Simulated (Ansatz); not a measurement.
Ansatz (a program for electronic structure) input (PBE0/def2-TZVPD):

Ansatz 0.2 input:
```yaml
crystal:
  periodic: [false, false, false]
  atoms:
    - {symbol: Sc, position_ang: [0.19370234, -0.08781915, 0.21719699]}
    - {symbol: O, position_ang: [0.99094560, 0.34477745, -1.30275763]}
    - {symbol: O, position_ang: [-1.49941423, -0.11425217, 0.73261554]}
basis:
  gaussian:
    orbitals: def2-TZVPD
hamiltonian:
  xc: {name: PBE0}
total_charge: 1
```

End of the output:

```
integrals: 0.05 GiB planned
928 factors; their error is unknown
mean field: 0.45 GiB planned
mean field evaluation 1: about -24758.1269 eV, gradient 9.5e1 eV
mean field evaluation 2: about -24388.2804 eV, gradient 4.5e2 eV
mean field evaluation 4: about -24774.2818 eV, gradient 9.0e0 eV
mean field evaluation 8: about -24774.4268 eV, gradient 1.2e-1 eV
mean field evaluation 16: about -24774.4862 eV, gradient 3.1e-4 eV
mean field -24774.48623757 eV, -910.4455764808 hartree, gradient 4.9e-5 eV, S^2 0.000000; 2 other end points of the search recorded, 0 dependent functions left out
reference -24774.48627098 eV, -910.4455777087 hartree; 18, 18 occupied and 110, 110 virtual orbitals, 928 factors
Total energy: -24774.48627098 eV, -910.4455777087 hartree
```

This state (charge 1, singlet) is run at the relaxed geometry of the species with charge 0 and multiplicity 2.
